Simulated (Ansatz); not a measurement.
A search over several starts for the lowest SCF solution of Au₂I⁻ at the given spin, in a small basis.

```yaml
crystal:
  periodic: [false, false, false]
  atoms:
    - {symbol: Au, position_ang: [0.450738, -0.206175, -0.276399]}
    - {symbol: Au, position_ang: [1.041537, 0.344190, 2.164882]}
    - {symbol: I, position_ang: [-1.492275, -0.138005, -1.888483]}
basis:
  gaussian: {orbitals: def2-SVP}
total_charge: -1
hamiltonian: {xc: pbe0, dispersion: d4}
output: {orbitals: {seedname: orbitals}}
```

```sh
$ ansatz run in.yaml --threads 4 --pin off --events-out ev --progress --plain --max-ram 3916MiB
```

Output, abridged:

```
Functional definition: PBE0
986 factors; integrals over basis functions are off by at most 3.5e-4 eV
mean field evaluation 1: about -15491.4354 eV, gradient 1.6e1 eV
mean field evaluation 2: about -15490.5357 eV, gradient 2.6e1 eV
mean field evaluation 4: about -15492.0852 eV, gradient 1.1e0 eV
mean field evaluation 8: about -15492.2276 eV, gradient 1.0e-1 eV
mean field evaluation 16: about -15492.2276 eV, gradient 5.1e-5 eV
mean field -15492.22759495 eV, -569.3288631052 hartree, gradient 5.1e-5 eV, S^2 0.000000; 0 other end points of the search recorded, 0 dependent functions left out
reference -15492.22761949 eV, -569.3288640070 hartree; 32, 32 occupied and 58, 58 virtual orbitals, 986 factors
Total energy: -15492.33834736 eV, -569.3329331813 hartree
```

Run time 1.4 s (4 threads of Arm Neoverse V2 on a shared host).

In the def2 sets Au, I take a core potential; there is no spin–orbit coupling. The structure comes from a short search, and lower isomers may exist.
